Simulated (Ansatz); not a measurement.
Ansatz results at the PBE0-D4/def2-TZVP geometry: HOMO energy (B3LYP/def2-TZVPP) -7.21 eV; HOMO energy (PBE/def2-TZVPP) -5.90 eV; HOMO–LUMO gap (B3LYP/def2-TZVPP) 7.82 eV.

Each molecule was computed in one conformer, which needn't be the lowest.

**Question.** Which molecule gave them?
A. `COC(N)(O)F`
B. `BOC[SiH](F)F`
C. `CNC(O)(O)F`
D. `C/C(I)=C\F`

**Answer.** C. The others give `BOC[SiH](F)F`: -8.71, -7.48, 7.72; `C/C(I)=C\F`: -6.69, -5.77, 5.56; `COC(N)(O)F`: -7.88, -6.53, 8.64.

B3LYP here is the variant with VWN-RPA as its local correlation; programs differ in this.
